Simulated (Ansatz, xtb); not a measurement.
**Relaxing a trial structure of AlHN2Si**

The starting geometry of this gas-phase triplet was built from a drawn formula by distance geometry and a force field; its bonds are those of `[NH]1[N]2[Si][Al]12`.

```xyz
5

Al   -0.3694    0.3162    0.5991
N     0.2766   -0.4820    2.2147
N    -0.7083   -1.3341    1.5788
Si    0.2428   -2.0442    0.2043
H     1.2317   -0.9081    2.2478
```

Question: Where would you expect an optimisation with r2SCAN-D4/def2-SVP to take it?

Answer: A new bond forms, giving a structure given below by its coordinates. Distances that change by over a tenth: N2–N3 (1.45 → 1.63 Å). Contacts that close: N2–Si4 (2.55 → 1.89 Å).

The energy falls by 1.21 eV over 14 steps:

```csv
step,E − E(last) (eV)
1,1.212
2,1.158
4,0.986
5,0.891
7,0.532
8,0.402
10,0.070
11,0.016
13,0.000
14,0.000
```

Final geometry (Å):

```csv
atom,x (Å),y (Å),z (Å)
Al,-0.5735,0.4053,0.7942
N,0.6915,-0.6958,1.6495
N,-0.8254,-1.2927,1.5347
Si,0.3231,-1.9520,0.2906
H,1.0578,-0.9170,2.5755
```

From the same start GFN2-xTB ends elsewhere, differing in Al1–N3 (2.56 against 1.87 Å here), N2–N3 (1.35 against 1.63 Å here), N2–Si4 (2.56 against 1.89 Å here).

No frequencies were run, so the end isn't proven a minimum. Open shells are spin-unrestricted. The triplet needn't be the ground state. Run with Ansatz 0.2.0, 4 min on 1 thread of AMD EPYC (Zen 3) (shared host).
